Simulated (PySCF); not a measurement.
Work out the structure from these simulated measurements.

Formula: C4H12O2Si.

| Quantity | Value |
| --- | --- |
| UV, first state | lowest singlet excitation: 7.03 eV (176 nm, f = 0.010) [TDDFT PBE0/def2-SVPD] |
| UV, strongest line | among the 10 lowest singlet transitions: S5 at 7.93 eV (156 nm, f = 0.050) [TDDFT PBE0/def2-SVPD] |
| Polarisability | 81.8 au [PBE0/def2-SVPD] |
| Dipole | 1.60 D [PBE0/def2-SVPD] |
| 13C NMR | chemical shifts (computed TMS as zero) by class: 50.8 (2 C), -4.7 (2 C) ppm [GIAO PBE0/pcSseg-1] |
| XPS | Si2p3/2 106.9, C1s 290.1 (×2), C1s 292.1 (×2), O1s 537.6 (×2), Si1s 1847.0 eV [ΔSCF SCAN, pcX-2 on the ionised atom, pcseg-1 elsewhere, spin-free X2C, 2p3/2 from a spin–orbit splitting computed afterwards within the 2p shell] |
| Rotational structure | rotational constants A, B, C: 2.385, 1.667, 1.441 GHz [PBE0-D3(BJ)/def2-SVP] |
| Valence photoelectron | vertical ionisation energy: 9.46 eV [ΔSCF PBE0/def2-SVPD] |

Gas-phase values; electronic properties from PySCF, density fitting. Levels stand in brackets. Isolated species at its PBE0-D3(BJ)/def2-SVP geometry (one conformer only). Each NMR value is the plain mean over a class of atoms that symmetry, rotation or inversion makes alike.

Q: What is the compound? Reason from the data.

A: 4 carbons fall into 2 classes; from least to most shielded: carbon bonded to O and 3 H (50.8 ppm, 2 C), carbon bonded to Si and 3 H (-4.7 ppm, 2 C, up to 2.4 ppm apart in this geometry). The core levels belong to: Si2p3/2 106.9 eV, silicon bonded to 2 C and 2 O; C1s 290.1 eV, carbon bonded to Si and 3 H; C1s 292.1 eV, carbon bonded to O and 3 H; O1s 537.6 eV, oxygen bonded to C and Si; Si1s 1847.0 eV, silicon bonded to 2 C and 2 O. One atom of each topological class was ionised and stands for its class. The optimised geometry has point group C1 and is an asymmetric top. Structure: `CO[Si](C)(C)OC` (Si(OMe)2Me2). Computed isomers that give other values at the same levels: `CCO[SiH2]OCC` (rotational constant A: 4.460 GHz; this holds for the one conformer computed); `[H][Si]([H])(OCC)OCC` (core binding energies: Si2p3/2 107.5, C1s 290.7 (×2), C1s 292.3 (×2), O1s 537.9 (×2), Si1s 1847.6 eV). The assignments are read from this structure; whether some other isomer fits the data as well wasn't checked.
